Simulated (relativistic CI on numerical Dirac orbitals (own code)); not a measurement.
# Transition arrays of As VI

These numbers are calculated, not measured: Dirac-Coulomb-Breit CI, KLI orbitals optimised for each configuration, model QED (radiative potential, 1s self-energy scaled to tabulated hydrogen-like ionisation energies), valence Slater integrals scaled by 0.9, whole transition arrays (own radial code, finite nucleus).

Configurations in the expansion (outside the closed core [Ar]): 3d¹⁰, 3d⁹4f, 3d⁹4p, 3d⁹5f. Levels of other configurations are missing.

All E1 lines from the levels of 3d¹⁰; mean and standard deviation are weighted by gf, and upper levels are sorted by their leading configuration.

```csv
Upper configuration,Lines,Σgf,Mean (eV),Mean (nm),σ (eV),Strongest line (nm)
3d⁹4f,3,0.9,88.75,13.969,0.34,13.941
3d⁹4p,3,0.6,54.99,22.545,0.16,22.575
3d⁹5f,3,0.7,99.89,12.413,0.34,12.389
```

Σgf per state of the lower configuration in bins of 0.5 nm over the central range (centre: value): 12.25: 0.73, 13.75: 0.72, 14.25: 0.21, 22.25: 0.27, 22.75: 0.37.

(1) How do configuration mixing and the scaling of the Slater integrals move the arrays?

Answers

(1) Slater scale 0.9, no configuration mixing: 3d⁹4f 88.8 ± 0.3 eV (Σgf 1.0), 3d⁹4p 55.0 ± 0.2 eV (Σgf 0.7), 3d⁹5f 99.9 ± 0.3 eV (Σgf 0.6); Slater scale 1: 3d⁹4f 88.8 ± 0.3 eV (Σgf 0.9), 3d⁹4p 55.1 ± 0.2 eV (Σgf 0.6), 3d⁹5f 99.9 ± 0.3 eV (Σgf 0.7); Slater scale 0.8: 3d⁹4f 88.7 ± 0.3 eV (Σgf 0.9), 3d⁹4p 54.9 ± 0.2 eV (Σgf 0.6), 3d⁹5f 99.8 ± 0.3 eV (Σgf 0.7). With mixing, levels are counted to their leading configuration, so an array can shrink or vanish into another, and the sums then hold other lines.
